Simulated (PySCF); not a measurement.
```xyz
3
charge 0 multiplicity 4, angstrom
Ru   -0.4774    0.0000   -0.6204
S    -2.2690    0.0000    0.4401
Br    1.5352    0.0000    0.6224
```

All numbers come from PySCF, UPBE, basis Ru def2-SVP with ECP28, S def2-SVP, Br def2-SVP (scalar-relativistic core potentials, no spin–orbit coupling, density fitting).

This geometry of RuSBr is a stationary point at this level.

Question: What is the point group?

Answer: Cs.

Question: Is it a minimum?

Answer: Yes: all harmonic wavenumbers are real.

Question: Give the atomic charges and bond orders.

Answer: 
```json
{"atom": "Ru1", "Mulliken": "0.15", "Löwdin": "-0.53", "polar tensor": "0.74", "spin (Mulliken)": "2.30", "Mayer order to Ru1": "–"}
{"atom": "S2", "Mulliken": "-0.03", "Löwdin": "0.35", "polar tensor": "-0.35", "spin (Mulliken)": "0.63", "Mayer order to Ru1": "2.25"}
{"atom": "Br3", "Mulliken": "-0.12", "Löwdin": "0.18", "polar tensor": "-0.39", "spin (Mulliken)": "0.07", "Mayer order to Ru1": "1.23"}
```

Question: What is the atomisation energy, with and without zero-point energy?

Answer: 770 kJ/mol without, 765 kJ/mol with.

Only a few start shapes were tried, so a lower isomer may exist. Other spin states or occupations of the open shell can lie lower.
